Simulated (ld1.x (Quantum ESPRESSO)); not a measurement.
molybdenum: variants of one TM potential

Base potential:

* Element: Mo (Z = 42)
* Generator: ld1.x (Quantum ESPRESSO) 7.5
* Type: norm-conserving Troullier–Martins (Kleinman–Bylander form)
* Functional: PBE
* Relativity: scalar-relativistic
* Frozen core: [Ar] 3d10
* Valence charge: 14
* Reference configuration: 4s2 4p6 4d3 5s0 5p0 (charge +3)
* Partial waves: 4s (bound): rc 1.40 bohr; 4d (bound): rc 2.40 bohr; 4p (bound): rc 1.85 bohr
* Local potential: the p channel
* Core correction: a·sin(br)/r model core, default radius (core density twice the valence density)

All-electron outer shells of the reference configuration (PBE, scalar-relativistic, ld1.x):

```csv
shell,level (eV),outermost node (bohr),outermost maximum (bohr)
3d,-253.80,–,0.32
4s,-96.30,0.51,0.99
4p,-70.02,0.52,1.06
4d,-32.91,0.53,1.32
5s,-26.70,1.30,2.46
5p,-20.67,1.46,2.86
```

Cutoffs, loose and tight: the cutoffs (Ry, on a coarse ladder) from which the occupation-weighted sum of valence levels, in a spherical-Bessel basis at the reference potential, stays within 10 and 1 mRy of its value at 400 Ry. They do not see the model core or the augmentation charge, which bear on the density cutoff. Test errors are all-electron minus pseudo excitation energies from the reference, over the configurations 4s2 4p6 4d5 5s1 5p0; 4s2 4p6 4d5 5s0 5p0; 4s2 4p6 4d4 5s0 5p0; 4s2 4p6 4d4 5s1 5p1; 4s2 4p6 4d5 5s0 5p1; 4s2 4p6 4d4 5s1 5p0; 4s2 4p6 4d5 5s0.5 5p0. A dash means not determined; rows that change the core or the reference have their own tests.

```csv
change,outcome,"cutoff, loose","cutoff, tight",bound ghosts,largest test error (meV)
base,generated,70 Ry,120 Ry,none,+329
wave 4s (bound): rc 1.40 bohr becomes 4s (bound): rc 0.96 bohr,generated,100 Ry,200 Ry,none,+270
wave 4s (bound): rc 1.40 bohr becomes 4s (bound): rc 1.22 bohr,generated,90 Ry,160 Ry,none,+274
wave 4s (bound): rc 1.40 bohr becomes 4s (bound): rc 1.42 bohr,generated,70 Ry,120 Ry,none,+348
wave 4s (bound): rc 1.40 bohr becomes 4s (bound): rc 1.64 bohr,generated,50 Ry,70 Ry,none,+514
wave 4s (bound): rc 1.40 bohr becomes 4s (bound): rc 1.90 bohr,generated,35 Ry,55 Ry,none,+976
wave 4s (bound): rc 1.40 bohr becomes 4s (bound): rc 2.10 bohr,generated,35 Ry,50 Ry,none,+1417
```

Reading the sweep of the s radius (base included, trends over the rows without a ghost): The loose cutoff falls from 100 Ry at 0.96 to 35 Ry at 2.1 bohr. A larger radius leaves more room for a smooth pseudo-wave, so fewer plane waves are needed; a smaller one forces it to follow the all-electron wave where it bends sharply. The median size of the test errors (rows with all tests solved) rises from 117.0 meV at 0.96 to 572.4 meV at 2.1 bohr. More of the atom is replaced by a form fitted at one configuration, so other configurations suffer as the radius grows.
